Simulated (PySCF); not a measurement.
An unknown shows these calculated signals:

¹H NMR (300 MHz, computed): δ 7.68 (d, J = 4.2 Hz, 1H), 5.23 (d, J = 4.2 Hz, 1H), 4.36 (br, 2H).

¹³C{¹H} NMR (computed): δ 189.5 (CH), 182.4 (C, q, J = 43.3 Hz), 122.4 (C, q, J = 347.0 Hz), 97.2 (CH).

- J: B3LYP/pcJ-1 (spin–dipole term only in couplings to heteroatoms)
- GIAO PBE0/pcSseg-1 shieldings
- structure optimised with PBE0-D3(BJ)/def2-SVP
- code: PySCF 2.14
- gas phase, single conformer, no relativistic terms, averaged over atoms made equivalent by symmetry, fast rotation or ring inversion

Scale: ¹H and ¹³C against TMS (reference shieldings calculated alike).

Task: Which of these does the molecule contain: a Si–CH3 group, a tert-butyl group, an NH or NH2 group, a ketone, a CF3 group, a non-aromatic C=C double bond?

Result: 
- A Si–CH3 group: no.
- A tert-butyl group: no.
- An NH or NH2 group: no.
- A ketone: yes (δC 182.4).
- A CF3 group: yes (δC 122.4).
- A non-aromatic C=C double bond: yes.

The data belong to SMILES FC(F)(F)C1=[O+][BH2-]OC=C1, C4H4BF3O2; they needn't prove each group on their own.

Carbon signals by region: 2 in the far downfield region (above 160 ppm), 1 in the sp2 and nitrile region (100–160 ppm), 1 at 50–100 ppm. Above 160 ppm: 189.5, alkene carbon bearing oxygen, 182.4, ketone carbonyl carbon.

Hydrogens on boron are broadened and split by ¹¹B (spin 3/2, 80 %) and 10B (spin 3). C–F couplings over four or more bonds (about 3 Hz to the para carbon of a fluoroarene) are left out. Common functionals overestimate the size of one-bond C–F couplings by tens of Hz; these are unscaled. Splittings below 1 Hz are ignored in the labels, and close J values are merged. Unscaled 3J(H,H) at this level run about 10 % above measured values. Shifts are as computed. Against solution values, carbons near 30 ppm lie about +2 ppm off and those near 130 ppm about +5 ppm. Of 1309 compounds with measured shifts, 239 miss one by over three times the rms of a fit or turn the order of signals round; such compounds aren't used in these exercises.
